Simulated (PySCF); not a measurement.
CH5ClFNSi2. Atoms are numbered in the order given.

```xyz
11

F      2.5126     0.8692     0.8842
Si     1.4070     0.2977    -0.1753
C      0.2894     1.6820    -0.8963
N     -0.9561     1.2543    -0.2292
Si    -0.7210    -0.2450     0.6108
Cl    -1.6022    -1.9258    -0.2897
H      2.1487    -0.5474    -1.1489
H      0.2264     1.6707    -2.0011
H      0.6180     2.6913    -0.5867
H     -1.8097     1.7703    -0.4245
H     -1.2082    -0.2790     2.0145
```

Geometry: B3LYP-D3(BJ)/def2-SVP. The structure was generated by enumeration; whether it is a known compound was not checked.

All values below come from PBE/pcSseg-1 in PySCF.

GIAO shieldings, no solvent; atoms alike by connectivity are averaged. δ = σ(ref) − σ: ¹⁹F against CFCl3 (σ = 133.6 ppm); ²⁹Si against TMS (σ = 335.4 ppm); ¹³C against TMS (σ = 182.0 ppm); ¹⁵N against NH3 (σ = 267.0 ppm); ³⁵Cl against HCl (σ = 936.5 ppm); ¹H against TMS (σ = 31.49 ppm), references at their B3LYP-D3(BJ)/def2-TZVP geometries, non-relativistic (without spin–orbit terms, shifts of atoms bonded to Cl or Br come out too high).

```tsv
nucleus	atoms	count	δ (ppm)
¹⁹F	F1	1	-232.3
²⁹Si	Si2	1	51.9
²⁹Si	Si5	1	11.0
¹³C	C3	1	51.8
¹⁵N	N4	1	77.1
³⁵Cl	Cl6	1	120.4
¹H	H11	1	6.64
¹H	H7	1	6.39
¹H	H8, H9	2	3.83
¹H	H10	1	2.07
```
